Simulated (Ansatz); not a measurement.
Molecule: SiBr₃ (charge -1, singlet). It need not be the lowest isomer of its formula. Whether it binds its extra electron was not tested at this geometry. 
Structure (B3LYP-D3(BJ)/def2-TZVP (Ansatz, a quantum-chemistry and plane-wave program) minimum search):
```xyz
4

Br     2.0582    -0.4897    -0.1388
Si     0.0000    -0.0046     1.0240
Br    -1.4537    -1.5367    -0.1434
Br    -0.6045     2.0282    -0.1274
```
Charge -1, spin multiplicity 1.

Basis-set convergence of Hartree-Fock and MP2 correlation energies (hartree) with Ansatz. Correlated levels leave the core frozen unless marked. No spin-orbit coupling. Frozen are the shells of the preceding noble gas and the d and f shells that filled before the atom's block. No relativistic terms. This anion needs diffuse functions, which these sets lack.

```csv
basis,functions,E(HF),"E(corr, MP2)"
def2-SVP,114,-8005.32894,-0.44459
def2-TZVPP,186,-8006.38309,-0.59898
def2-QZVPP,337,___,___
```

Question: What belongs in the gaps?

Answer: 
- def2-QZVPP, E(HF): -8006.54052
- def2-QZVPP, E(corr, MP2): -0.66445
